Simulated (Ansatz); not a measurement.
**Match the barriers**

Saddle point of GeAsH7O, closed shell (GeH₄O ([OH][GeH3]) + AsH₃ → GeAsH₅ ([GeH3][AsH2]) + H₂O; bonds formed: Ge1–As7, O2–H6; bonds broken: Ge1–O2, H6–As7), PBE0-D4/def2-TZVP structure:

```xyz
10
angstrom
Ge -0.8561 0.6690 -0.8129
O 0.4497 1.1296 0.5922
H -0.1572 0.6138 -2.1645
H -1.8997 -0.4029 -0.4958
H -1.5302 2.0532 -0.6308
H 0.7904 0.1179 0.6404
As 0.7886 -1.7945 -0.1750
H 0.0829 1.4470 1.4326
H 0.1585 -2.1845 1.1601
H 2.1732 -1.6487 0.4537
```

Program: Ansatz 0.2.0. Basis: def2-TZVPP, with def2-QZVPP for the basis limit. Cores are frozen in the correlated methods. Filled d shells of the heavier atoms are correlated. The def2 sets are not built for correlating such inner shells, so the correlated values are less sure here. B3LYP uses VWN-RPA correlation. Extrapolation: Hartree–Fock as exp(−7.88 √X), correlation as X^−2.97. Four methods, as single points on the PBE0-D4 structures, gave these electronic barriers from the start structure: 1.279, 1.587, 1.781, 2.303 eV.

Question: The methods were, in alphabetical order, B3LYP-D4, BHLYP-D4, HF, PBE-D4. Which gave which? (A judgement: the text doesn't fix the answer.)

Answer: Computed: PBE-D4 1.279; B3LYP-D4 1.587; BHLYP-D4 1.781; HF 2.303 eV. For comparison, CCSD(T) at an estimated basis limit (MP2 extrapolated from triple and quadruple zeta, plus CCSD(T) − MP2 in triple zeta) gives 1.652 eV.

T1 diagnostic: at most 0.013.

Labels in which every atom is bracketed show which atoms are joined, not bond orders.

For scale, one of the runs: CCSD(T)/def2-TZVPP, 225 basis functions, launched by `ansatz run in.yaml --threads 8 --pin off --events-out ev --progress --plain --max-ram 19148MiB`. Hardware: 8 CPU threads of an Arm Neoverse V1, shared host. Wall time 98 s; peak host memory 3.8 GiB.
